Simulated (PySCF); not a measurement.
Species: C₄H₈F₂Si.
Numbering: `[CH3:1][C@@:2]1([CH:3]([F:4])[F:5])[CH2:6][SiH2:7]1` (hydrogens: H8, H9, H10 on C1; H11 on C3; H12, H13 on C6; H14, H15 on Si7)

Level of theory: TDDFT CAM-B3LYP/def2-SVPD, vertical, gas phase, core orbitals frozen in the response in PySCF. One conformer (not necessarily the lowest) at the PBE0-D3(BJ)/def2-SVP geometry, without solvent, vibrations or thermal averaging. Torsions of this conformer, `[CH3:1][C@@:2]1([CH:3]([F:4])[F:5])[CH2:6][SiH2:7]1`: C1–C2–C3–F4 58°.

Kohn–Sham orbitals with the atoms that hold most of them (Löwdin shares over 4%, at most four atoms; ? is withheld):

```tsv
orbital	ε (eV)	atoms
LUMO+2	1.53	Si7 37%, H15 15%, H14 12%, C6 7%
LUMO+1	1.17	Si7 33%, H14 11%, H15 9%, H11 7%
LUMO	?	?
HOMO	-8.53	Si7 28%, C2 26%, C6 20%, C1 6%
HOMO-1	-9.96	?
HOMO-2	-11.00	C3 20%, C2 17%, F5 16%, F4 16%
HOMO-3	-11.64	Si7 38%, H15 24%, H14 22%, C6 6%
```

Problem. Give the leading atoms of the HOMO-1.

Solution. C6 (bonded to C, Si and 2 H) 33%; C2 (bonded to 3 C and Si) 22%; Si7 (bonded to 2 C and 2 H) 12%; C1 (bonded to C and 3 H) 8%. By element: carbon 63% or more, silicon 12%.

Problem. Which atoms hold the LUMO, and with what shares?

Solution. Si7 (bonded to 2 C and 2 H) 39%; C6 (bonded to C, Si and 2 H) 14%; H14 (bonded to Si) 12%; H15 (bonded to Si) 11%. By element: silicon 39%, hydrogen 23% or more, carbon 14% or more.

Problem. What is the LUMO energy, and the HOMO–LUMO gap?

Solution. ε(LUMO) = 0.79 eV; the gap is 9.32 eV (0.3424 hartree).

Problem. How does S1 compare with the orbital gap of 9.32 eV?

Solution. S1 is at 6.47 eV (f = 0.226), 2.85 eV below the gap, made of HOMO→LUMO (96%). 

Problem. One configuration dominates each of S1 and S2. Which, and how do the shares of the two leading atoms of either orbital change from the occupied to the empty one?

Solution. 
- S1 (6.47 eV, f 0.226), HOMO→LUMO (96%): Si7 28% → 39%, C2 26% → at most 12%, C6 20% → 14%
- S2 (6.61 eV, f 0.0008), HOMO→LUMO+1 (76%): Si7 28% → 33%, C2 26% → at most 8%, H14 at most 6% → 11%

Löwdin shares depend on the basis, the more so with diffuse functions.
